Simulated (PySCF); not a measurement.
A species of formula C5H4F3P has this rotational fingerprint, computed with PBE0-D3(BJ)/def2-SVP geometry optimisation, gas phase in PySCF 2.14.0:

* Rotational constants: A = 2761, B = 785.2, C = 729.2 MHz
* Dipole components: |μa| = 1.74 D, |μb| = 0.49 D, |μc| = 1.38 D
* Inertial defect: -133.58 u·Å²
* κ: -0.94

Question: Which structure is it? (One computed conformer of each.)
A. `[CH2:1]=[CH:2][P:3]1[CH:4]=[C:5]1[C:6]([F:7])([F:8])[F:9]` with C1–C2–P3–C4 -157°
B. `[CH:1]#[C:2][P:3]([CH3:4])[C:5]([F:6])=[C:7]([F:8])[F:9]` with C2–P3–C5–F6 56°

Answer: A. It is C=CP1C=C1C(F)(F)F, a near-prolate asymmetric top, point group C1. The candidates at the same level (rigid rotor, commonest isotopes):

```csv
SMILES,A (MHz),B (MHz),C (MHz),μa (D),μb (D),μc (D),Δ (u·Å²),point group,rotor
C#CP(C)C(F)=C(F)F,2134,838.6,828.8,1.07,0.31,0.53,-229.73,C1,near-prolate asymmetric top
C=CP1C=C1C(F)(F)F,2761,785.2,729.2,1.74,0.49,1.38,-133.58,C1,near-prolate asymmetric top
```

`C#CP(C)C(F)=C(F)F` has A 23 % too low. No structure here is proved a minimum.
